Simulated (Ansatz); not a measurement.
NbO2Br, SMILES [O]=[Nb](=[O])[Br], multiplicity 1.

Geometry: B3LYP-D3(BJ)/def2-SVP. The spin state was assumed, not searched. The def2 effective core potentials stand for the cores of Nb; spin–orbit coupling is left out.

Two levels are set side by side: PBE/def2-TZVPD (Ansatz, a program for electronic structure) and PBE0/def2-TZVPD (Ansatz). Energy differences of separate SCF runs at the same geometry; the states with an electron removed or added have multiplicity 2 and 2. Differences are taken from unrounded values.

```
quantity                             PBE
---------------------------------  -----
vertical ionisation energy (eV)    10.33
vertical electron affinity (eV)     2.20
vertical singlet–triplet gap (eV)   2.61
```

Task: These are the PBE values. What does PBE0 give? (An estimate is asked for; the answer gives what the named calculation found.)

Result: 
```tsv
quantity	PBE0	PBE minus PBE0
vertical ionisation energy (eV)	10.77	-0.44
vertical electron affinity (eV)	2.38	-0.18
vertical singlet–triplet gap (eV)	2.56	0.05
```
